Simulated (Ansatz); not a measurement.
Born–Oppenheimer molecular dynamics of C3H11NSi (16 atoms, charge 0, multiplicity 1). It starts from a relaxed structure.

Computed with RKS B3LYP/6-31G (Ansatz).

```yaml
ensemble: NVE (velocity Verlet)
time_step: 0.25 fs
steps_asked: 32
starting_velocities_drawn_for: 500 K
seed: 441671
```

Frames 0.5 fs apart, positions in Å, forces in eV/Å.

Velocities at 0 fs (Å/ps):

```
Si 0.33 -0.38 2.80
N -8.46 -4.93 -0.21
H 11.84 15.25 42.40
H 18.00 -8.98 -16.67
C 1.19 2.92 -5.85
H -23.75 -0.44 1.11
H -15.23 -21.30 27.62
H 5.42 -34.77 -25.99
C -3.30 0.16 -3.24
H 26.16 -6.89 23.68
H 7.72 -3.08 -13.21
H -25.98 12.55 -16.93
C 8.82 8.54 3.73
H -9.40 32.07 -4.47
H 30.30 -23.76 -5.86
H 3.29 -19.99 -22.83
```

```xyz
16
Properties=species:S:1:pos:R:3:forces:R:3 time_fs=0 energy_less_start_eV=0.000 T=500
Si -0.003 -0.002 0.018 0.00 0.00 0.00
N 0.053 -0.190 1.783 0.00 0.00 0.01
H -0.673 -0.652 2.309 0.00 0.00 0.00
H 0.777 0.217 2.356 0.00 0.00 0.00
C 1.803 0.081 -0.609 0.00 0.00 0.00
H 2.332 -0.850 -0.376 0.00 0.00 0.00
H 1.833 0.233 -1.694 0.00 0.00 0.00
H 2.348 0.910 -0.141 0.00 0.00 0.00
C -0.926 1.584 -0.541 0.00 0.00 0.00
H -1.964 1.574 -0.187 0.00 0.00 0.00
H -0.441 2.479 -0.137 0.00 0.00 0.00
H -0.939 1.665 -1.635 0.00 0.00 0.00
C -0.909 -1.530 -0.694 0.00 0.00 0.00
H -1.917 -1.624 -0.273 0.00 0.00 0.00
H -1.009 -1.451 -1.782 0.00 0.00 0.00
H -0.356 -2.446 -0.462 0.00 0.00 0.00
16
Properties=species:S:1:pos:R:3:forces:R:3 time_fs=0.5 energy_less_start_eV=0.021 T=489
Si -0.003 -0.002 0.019 0.05 0.05 -0.07
N 0.049 -0.192 1.783 0.23 0.14 0.20
H -0.668 -0.644 2.330 -0.06 -0.03 -0.08
H 0.786 0.212 2.347 -0.11 -0.06 -0.10
C 1.804 0.082 -0.612 -0.37 -0.47 0.39
H 2.321 -0.850 -0.375 0.08 -0.12 0.02
H 1.825 0.223 -1.680 0.01 0.09 -0.62
H 2.350 0.892 -0.153 0.27 0.46 0.25
C -0.928 1.584 -0.542 0.28 -0.01 -0.27
H -1.951 1.571 -0.175 -0.31 0.03 0.07
H -0.437 2.478 -0.143 0.01 0.02 0.01
H -0.952 1.672 -1.643 0.00 -0.06 0.25
C -0.905 -1.525 -0.692 -0.06 -0.32 -0.12
H -1.922 -1.608 -0.275 0.19 -0.05 -0.08
H -0.994 -1.463 -1.785 -0.05 0.10 0.08
H -0.354 -2.456 -0.473 -0.15 0.23 0.10
16
Properties=species:S:1:pos:R:3:forces:R:3 time_fs=1 energy_less_start_eV=0.078 T=457
Si -0.002 -0.003 0.020 0.09 0.11 -0.15
N 0.044 -0.195 1.782 0.43 0.25 0.38
H -0.662 -0.637 2.351 -0.10 -0.05 -0.16
H 0.795 0.208 2.338 -0.21 -0.11 -0.18
C 1.804 0.084 -0.614 -0.74 -0.93 0.78
H 2.309 -0.850 -0.374 0.15 -0.23 0.03
H 1.818 0.212 -1.668 0.02 0.18 -1.24
H 2.354 0.876 -0.166 0.55 0.91 0.49
C -0.930 1.584 -0.544 0.54 -0.02 -0.52
H -1.939 1.568 -0.163 -0.60 0.05 0.14
H -0.433 2.476 -0.150 0.02 0.04 0.02
H -0.965 1.678 -1.651 0.01 -0.12 0.47
C -0.900 -1.521 -0.690 -0.12 -0.63 -0.26
H -1.926 -1.592 -0.277 0.36 -0.10 -0.15
H -0.979 -1.475 -1.788 -0.11 0.20 0.15
H -0.353 -2.465 -0.484 -0.27 0.43 0.20
16
Properties=species:S:1:pos:R:3:forces:R:3 time_fs=1.5 energy_less_start_eV=0.157 T=414
Si -0.002 -0.003 0.022 0.13 0.17 -0.21
N 0.040 -0.197 1.782 0.59 0.33 0.56
H -0.656 -0.629 2.372 -0.12 -0.05 -0.26
H 0.803 0.203 2.329 -0.29 -0.14 -0.24
C 1.805 0.085 -0.617 -1.06 -1.33 1.13
H 2.297 -0.851 -0.374 0.21 -0.33 0.04
H 1.810 0.202 -1.659 0.02 0.25 -1.79
H 2.359 0.862 -0.177 0.80 1.31 0.69
C -0.931 1.584 -0.546 0.74 -0.02 -0.71
H -1.928 1.564 -0.150 -0.84 0.07 0.20
H -0.429 2.475 -0.156 0.03 0.06 0.03
H -0.978 1.684 -1.657 0.02 -0.17 0.65
C -0.896 -1.517 -0.688 -0.18 -0.90 -0.40
H -1.930 -1.576 -0.280 0.50 -0.15 -0.22
H -0.964 -1.486 -1.790 -0.16 0.30 0.22
H -0.352 -2.473 -0.495 -0.38 0.60 0.30
16
Properties=species:S:1:pos:R:3:forces:R:3 time_fs=2 energy_less_start_eV=0.236 T=370
Si -0.002 -0.003 0.023 0.15 0.23 -0.27
N 0.036 -0.200 1.783 0.70 0.39 0.71
H -0.651 -0.622 2.392 -0.12 -0.04 -0.37
H 0.810 0.198 2.320 -0.35 -0.17 -0.28
C 1.805 0.086 -0.620 -1.28 -1.61 1.40
H 2.287 -0.853 -0.373 0.25 -0.39 0.05
H 1.803 0.193 -1.654 0.02 0.29 -2.15
H 2.365 0.852 -0.187 0.98 1.57 0.82
C -0.933 1.584 -0.548 0.86 -0.02 -0.83
H -1.919 1.561 -0.138 -0.99 0.10 0.23
H -0.425 2.474 -0.163 0.03 0.07 0.04
H -0.991 1.689 -1.663 0.02 -0.22 0.78
C -0.892 -1.513 -0.686 -0.23 -1.12 -0.56
H -1.932 -1.561 -0.283 0.61 -0.21 -0.26
H -0.950 -1.496 -1.792 -0.21 0.39 0.28
H -0.352 -2.480 -0.505 -0.45 0.73 0.41
16
Properties=species:S:1:pos:R:3:forces:R:3 time_fs=2.5 energy_less_start_eV=0.296 T=337
Si -0.002 -0.003 0.024 0.17 0.29 -0.33
N 0.032 -0.202 1.783 0.78 0.42 0.84
H -0.646 -0.615 2.411 -0.12 -0.03 -0.48
H 0.817 0.192 2.310 -0.38 -0.17 -0.28
C 1.805 0.086 -0.622 -1.38 -1.73 1.52
H 2.276 -0.856 -0.372 0.29 -0.43 0.04
H 1.795 0.184 -1.654 0.01 0.31 -2.28
H 2.374 0.844 -0.194 1.04 1.67 0.85
C -0.934 1.584 -0.550 0.89 -0.03 -0.85
H -1.913 1.558 -0.124 -1.04 0.12 0.23
H -0.421 2.473 -0.169 0.02 0.07 0.05
H -1.004 1.694 -1.666 0.03 -0.26 0.86
C -0.887 -1.509 -0.685 -0.27 -1.30 -0.71
H -1.932 -1.546 -0.287 0.68 -0.26 -0.29
H -0.936 -1.506 -1.794 -0.25 0.48 0.32
H -0.354 -2.485 -0.514 -0.49 0.82 0.51
16
Properties=species:S:1:pos:R:3:forces:R:3 time_fs=3 energy_less_start_eV=0.327 T=320
Si -0.002 -0.003 0.026 0.18 0.36 -0.38
N 0.029 -0.204 1.783 0.82 0.44 0.93
H -0.641 -0.608 2.429 -0.11 -0.01 -0.58
H 0.823 0.186 2.299 -0.37 -0.16 -0.26
C 1.804 0.086 -0.624 -1.33 -1.68 1.48
H 2.267 -0.860 -0.371 0.31 -0.42 0.03
H 1.788 0.176 -1.660 0.02 0.30 -2.13
H 2.386 0.841 -0.200 0.98 1.59 0.77
C -0.935 1.584 -0.552 0.83 -0.03 -0.77
H -1.909 1.556 -0.110 -0.98 0.15 0.19
H -0.417 2.472 -0.175 0.02 0.07 0.05
H -1.017 1.698 -1.667 0.03 -0.29 0.87
C -0.883 -1.506 -0.683 -0.30 -1.42 -0.86
H -1.931 -1.532 -0.292 0.69 -0.30 -0.30
H -0.922 -1.514 -1.794 -0.29 0.56 0.33
H -0.356 -2.489 -0.522 -0.50 0.85 0.62
16
Properties=species:S:1:pos:R:3:forces:R:3 time_fs=3.5 energy_less_start_eV=0.332 T=317
Si -0.001 -0.003 0.027 0.18 0.42 -0.42
N 0.025 -0.206 1.784 0.83 0.44 0.99
H -0.637 -0.600 2.445 -0.11 0.00 -0.67
H 0.828 0.180 2.287 -0.32 -0.14 -0.21
C 1.804 0.086 -0.625 -1.16 -1.49 1.31
H 2.258 -0.865 -0.370 0.32 -0.39 0.01
H 1.780 0.169 -1.670 0.03 0.28 -1.75
H 2.400 0.842 -0.203 0.79 1.34 0.61
C -0.935 1.584 -0.554 0.68 -0.04 -0.60
H -1.907 1.554 -0.096 -0.82 0.18 0.10
H -0.413 2.471 -0.182 0.00 0.07 0.05
H -1.030 1.702 -1.666 0.03 -0.32 0.83
C -0.879 -1.503 -0.682 -0.32 -1.48 -0.99
H -1.929 -1.518 -0.297 0.67 -0.34 -0.29
H -0.910 -1.521 -1.794 -0.32 0.64 0.33
H -0.360 -2.490 -0.528 -0.48 0.83 0.72
16
Properties=species:S:1:pos:R:3:forces:R:3 time_fs=4 energy_less_start_eV=0.326 T=320
Si -0.001 -0.003 0.028 0.16 0.47 -0.45
N 0.021 -0.208 1.784 0.83 0.44 0.99
H -0.633 -0.593 2.460 -0.12 0.00 -0.74
H 0.832 0.173 2.275 -0.25 -0.10 -0.13
C 1.803 0.086 -0.626 -0.88 -1.20 1.03
H 2.250 -0.871 -0.369 0.32 -0.31 -0.02
H 1.773 0.162 -1.685 0.05 0.24 -1.20
H 2.415 0.846 -0.206 0.50 0.98 0.38
C -0.936 1.584 -0.557 0.48 -0.05 -0.33
H -1.907 1.552 -0.081 -0.60 0.21 -0.02
H -0.409 2.471 -0.188 -0.01 0.05 0.05
H -1.042 1.705 -1.663 0.03 -0.33 0.72
C -0.875 -1.500 -0.681 -0.32 -1.48 -1.12
H -1.925 -1.506 -0.303 0.59 -0.38 -0.27
H -0.898 -1.527 -1.792 -0.35 0.70 0.30
H -0.365 -2.489 -0.533 -0.43 0.76 0.81
16
Properties=species:S:1:pos:R:3:forces:R:3 time_fs=4.5 energy_less_start_eV=0.324 T=321
Si -0.001 -0.003 0.029 0.13 0.53 -0.48
N 0.018 -0.210 1.785 0.81 0.43 0.95
H -0.629 -0.586 2.473 -0.15 0.00 -0.79
H 0.835 0.166 2.263 -0.15 -0.05 -0.04
C 1.802 0.085 -0.628 -0.54 -0.88 0.71
H 2.243 -0.877 -0.368 0.32 -0.21 -0.06
H 1.766 0.156 -1.703 0.09 0.21 -0.57
H 2.432 0.852 -0.207 0.16 0.56 0.13
C -0.937 1.584 -0.560 0.25 -0.07 0.01
H -1.909 1.551 -0.067 -0.34 0.24 -0.16
H -0.405 2.470 -0.193 -0.03 0.04 0.05
H -1.055 1.707 -1.659 0.02 -0.34 0.57
C -0.871 -1.498 -0.680 -0.30 -1.43 -1.22
H -1.919 -1.494 -0.310 0.48 -0.40 -0.23
H -0.887 -1.530 -1.790 -0.37 0.75 0.25
H -0.371 -2.487 -0.535 -0.36 0.64 0.89
16
Properties=species:S:1:pos:R:3:forces:R:3 time_fs=5 energy_less_start_eV=0.340 T=312
Si -0.001 -0.003 0.031 0.10 0.57 -0.51
N 0.015 -0.212 1.786 0.79 0.43 0.87
H -0.626 -0.579 2.485 -0.19 -0.02 -0.80
H 0.839 0.159 2.250 -0.04 0.00 0.06
C 1.801 0.085 -0.629 -0.20 -0.57 0.38
H 2.236 -0.884 -0.367 0.30 -0.09 -0.11
H 1.759 0.151 -1.722 0.12 0.18 0.06
H 2.449 0.860 -0.208 -0.18 0.14 -0.11
C -0.937 1.584 -0.562 0.02 -0.09 0.39
H -1.911 1.550 -0.052 -0.08 0.26 -0.30
H -0.401 2.470 -0.199 -0.05 0.02 0.04
H -1.067 1.708 -1.653 0.00 -0.34 0.36
C -0.867 -1.495 -0.680 -0.28 -1.32 -1.30
H -1.912 -1.483 -0.317 0.32 -0.42 -0.17
H -0.877 -1.532 -1.788 -0.38 0.78 0.17
H -0.378 -2.482 -0.536 -0.26 0.47 0.96
16
Properties=species:S:1:pos:R:3:forces:R:3 time_fs=5.5 energy_less_start_eV=0.377 T=292
Si 0.000 -0.003 0.032 0.06 0.62 -0.52
N 0.012 -0.214 1.788 0.79 0.44 0.75
H -0.623 -0.572 2.494 -0.24 -0.04 -0.79
H 0.842 0.152 2.238 0.07 0.04 0.17
C 1.800 0.084 -0.629 0.13 -0.32 0.09
H 2.231 -0.891 -0.366 0.28 0.04 -0.15
H 1.752 0.146 -1.741 0.16 0.16 0.62
H 2.466 0.867 -0.210 -0.50 -0.24 -0.33
C -0.938 1.584 -0.565 -0.18 -0.11 0.81
H -1.914 1.550 -0.039 0.17 0.28 -0.44
H -0.397 2.470 -0.205 -0.08 0.00 0.03
H -1.080 1.708 -1.646 -0.02 -0.33 0.13
C -0.863 -1.493 -0.679 -0.25 -1.17 -1.36
H -1.905 -1.474 -0.325 0.14 -0.43 -0.11
H -0.868 -1.533 -1.785 -0.38 0.80 0.08
H -0.385 -2.477 -0.534 -0.15 0.28 1.02
```

Of the whole run (8 fs, mean temperature of the second half 255 K): The conserved energy stayed within 0.07 meV per atom of its start (net change 0.069 meV per atom), so the integration is sound. A run of 0.008 ps of so small a system gives no equilibrium averages. Limits of this set-up: no polarisation functions.

Run time: 89 s on 1 thread of Intel(R) Xeon(R) 6975P-C (Granite Rapids), with other jobs on the host, peak memory 0.18 GiB.
